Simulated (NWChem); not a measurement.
Molecule: AlNH2Cl2; SMILES [Cl][Al]([Cl])[NH2]

```xyz
6

Al     0.0000     0.0000     0.3357
Cl    -1.8093     0.0000    -0.7152
Cl     1.8093     0.0000    -0.7152
N      0.0000     0.0000     2.0888
H      0.8338     0.0000     2.6651
H     -0.8338     0.0000     2.6651
```
Atoms are numbered in this order, from 1.

Results from NWChem. The geometry was optimised at PBE0/def2-SVP.

Q: What does the run give for CAM-B3LYP/def2-SVP? Quantities: highest occupied level (eV); orbital gap (eV); dipole (D).

A: 
```yaml
highest occupied level (eV): -9.21
orbital gap (eV): 9.79
dipole (D): 2.57
```
